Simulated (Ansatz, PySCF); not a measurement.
Molecule: BH₂ (charge 0, doublet). 
Structure (B3LYP-D3(BJ)/def2-TZVP (Ansatz, an electronic-structure program) minimum search):
```xyz
3

B      0.1441    -0.0062    -0.0077
H     -0.4073    -1.0572    -0.0004
H     -0.3134     1.0880     0.0389
```
Charge 0, spin multiplicity 2.

Property: atomisation energy (electronic, to ground-state atoms), in kcal/mol. Cores are frozen in the correlated levels unless marked. Open shells are spin-unrestricted. No spin-orbit coupling. Non-relativistic. The coupled-cluster limit lacks core correlation, which all-electron functionals hold. Basis-set limits of correlation are two-point, X^-3; Hartree-Fock from the larger set (for Q and 5 zeta extrapolated as (X+1)exp(-9√X)).

```json
[
 {"level": "HF/6-31G", "program": "Ansatz", "atomisation energy (kcal/mol)": "140.0"},
 {"level": "HF/aug-cc-pVDZ", "program": "Ansatz", "atomisation energy (kcal/mol)": "140.8"},
 {"level": "HF/def2-QZVPP", "program": "Ansatz", "atomisation energy (kcal/mol)": "143.8"},
 {"level": "HF/CBS(cc-pVQZ,cc-pV5Z)", "program": "Ansatz", "atomisation energy (kcal/mol)": "143.9"},
 {"level": "BLYP-D4/def2-TZVPD", "program": "Ansatz + dftd4", "atomisation energy (kcal/mol)": "172.3"},
 {"level": "B3LYP/def2-TZVPD", "program": "Ansatz", "atomisation energy (kcal/mol)": "174.4"},
 {"level": "PBE0/STO-3G", "program": "Ansatz", "atomisation energy (kcal/mol)": "235.2"},
 {"level": "PBE0-D4/def2-TZVPD", "program": "Ansatz + dftd4", "atomisation energy (kcal/mol)": "172.2"},
 {"level": "r2SCANh-D4/def2-TZVPD", "program": "Ansatz + dftd4", "atomisation energy (kcal/mol)": "175.4"},
 {"level": "M06-2X/def2-TZVPD", "program": "PySCF", "atomisation energy (kcal/mol)": "173.2"},
 {"level": "MP2/6-31G*", "program": "Ansatz", "atomisation energy (kcal/mol)": "156.3"},
 {"level": "MP2/CBS(aug-cc-pVTZ,aug-cc-pVQZ)", "program": "Ansatz", "atomisation energy (kcal/mol)": "170.5"},
 {"level": "RI-MP2/def2-TZVPP", "program": "Ansatz", "atomisation energy (kcal/mol)": "167.9"},
 {"level": "RI-MP2/CBS(cc-pVTZ,cc-pVQZ)", "program": "Ansatz", "atomisation energy (kcal/mol)": "170.5"},
 {"level": "SCS-MP2/6-31G*", "program": "Ansatz", "atomisation energy (kcal/mol)": "156.0"},
 {"level": "SCS-MP2/def2-SVPD", "program": "Ansatz", "atomisation energy (kcal/mol)": "166.5"},
 {"level": "SCS-MP2/def2-TZVPPD", "program": "Ansatz", "atomisation energy (kcal/mol)": "169.5"},
 {"level": "CCSD/aug-cc-pVDZ", "program": "Ansatz", "atomisation energy (kcal/mol)": "159.1"},
 {"level": "CCSD/def2-SVP", "program": "Ansatz", "atomisation energy (kcal/mol)": "163.3"},
 {"level": "CCSD(T)/def2-QZVPP", "program": "Ansatz", "atomisation energy (kcal/mol)": "168.4"},
 {"level": "CCSD(T)/CBS(cc-pVQZ,cc-pV5Z)", "program": "Ansatz", "atomisation energy (kcal/mol)": "169.2"}
]
```
